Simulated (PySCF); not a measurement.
## Electron correlation in S (sulfur, neutral)

[Ne] 3s1 3p4 4s1, high-spin 5P determinant (an excited configuration). Calculation: PySCF 2.14, in aug-cc-pV(T+d)Z; no relativity, point nucleus. Frozen: [Ne]; 6 electrons correlated.

MP2 pair energies summed by pair of shells (mhartree):

| pair | energy | share (%) |
| --- | --- | --- |
| 3p-3p | -79.14 | 73.2 |
| 3p-4s | -17.97 | 16.6 |
| 3s-3p | -10.69 | 9.9 |
| 3s-4s | -0.33 | 0.3 |

Total MP2 correlation energy: -108.13 mhartree.

Same-spin part -32.82 and opposite-spin part -75.31 mhartree; SCS-MP2 scales them by 1/3 and 6/5 to -101.31 mhartree.
